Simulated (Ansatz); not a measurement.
Relaxation of C$_{2}$H$_{10}$BSi (14 atoms, charge 0, multiplicity 2), to a largest force component of 0.03 eV/Å in at most 50 steps.

The calculation used Ansatz, UKS PBE/def2-SVP.

```xyz
14
Properties=species:S:1:pos:R:3
B 0.020 -0.017 -0.227
H 0.028 -0.130 0.977
C 1.403 0.073 -0.960
H 1.725 -0.996 -1.052
H 1.376 0.480 -1.990
H 2.207 0.563 -0.375
C -1.373 -0.016 -0.948
H -2.005 -0.870 -0.615
H -1.932 0.880 -0.583
H -1.352 0.017 -2.056
Si -0.023 0.010 3.639
H -0.792 -1.200 4.103
H 1.398 -0.061 4.135
H -0.681 1.266 4.143
```

**Question.** Where does it end, and by what steps?

**Answer.** It converged. After 4 steps the energy has fallen by 0.039 eV; Si11 moved furthest, 0.53 Å.

| step | energy less start (eV) | largest force component (eV/Å) | accepted |
| --- | --- | --- | --- |
| 0 | 0.0000 | 0.690 | yes |
| 1 | -0.0281 | 0.105 | yes |
| 2 | -0.0354 | 0.062 | yes |
| 3 | -0.0379 | 0.132 | yes |
| 4 | -0.0394 | 0.019 | yes |

```xyz
14
Properties=species:S:1:pos:R:3
B 0.022 -0.054 -0.436
H 0.030 -0.223 0.781
C 1.402 0.072 -1.167
H 1.774 -0.981 -1.245
H 1.364 0.472 -2.200
H 2.180 0.601 -0.579
C -1.374 -0.016 -1.149
H -2.035 -0.842 -0.805
H -1.890 0.908 -0.795
H -1.355 0.010 -2.256
Si -0.028 0.025 4.164
H -0.800 -1.197 4.582
H 1.401 -0.054 4.630
H -0.691 1.280 4.666
```

Whether the end is a true minimum wasn't checked by a vibrational analysis.

Time of the run: 8.8 s on 4 threads of Arm Neoverse V2, on a shared host, peak memory 0.17 GiB.
